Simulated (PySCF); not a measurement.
Polarisability and C₆ of Al (aluminium, neutral)

[Ne] 3s2 3p1, 2P determinant. All numbers are calculated (PySCF 2.14, scalar relativity by spin-free X2C-1e, in dyall-acv3z). Coupled (time-dependent) response in atomic units; α is the mean over directions.

```
 method  mean α (bohr³)         α xx, yy, zz  C₆ (like pair)  S(−4)
wB97X-V           59.66  50.79, 77.40, 50.79           528.1   1922
```

S(−4) is the Cauchy moment in α(ω) = α(0) + S(−4) ω² + …

Reference α: 57.8 ± 1 bohr³ (recommended; Schwerdtfeger and Nagle, table of static dipole polarizabilities (2023 update)). Published C₆: 528.0 (Chu and Dalgarno (2004); Tang, Norbeck and Certain (1976)).

α(iu) at wB97X-V:

| u (hartree) | α(iu) (bohr³) |
| --- | --- |
| 0 | 59.66 |
| 0.0500 | 55.35 |
| 0.100 | 46.24 |
| 0.200 | 29.40 |
| 0.300 | 18.93 |
| 0.500 | 9.165 |
| 0.750 | 4.722 |
| 1.00 | 2.899 |
| 1.50 | 1.472 |
| 2.00 | 0.9310 |
| 3.00 | 0.5063 |
| 5.00 | 0.2408 |

A single London oscillator, α(iu) = α/(1 + u²/ω²), gives C₆ = (3/4) ω α². Matching the computed C₆ needs ω = 4 × 528.1 / (3 × 59.66²) = 0.198 hartree.

The components differ because the open shell of this determinant is not spherical; for a pure term their mean is the scalar polarisability.
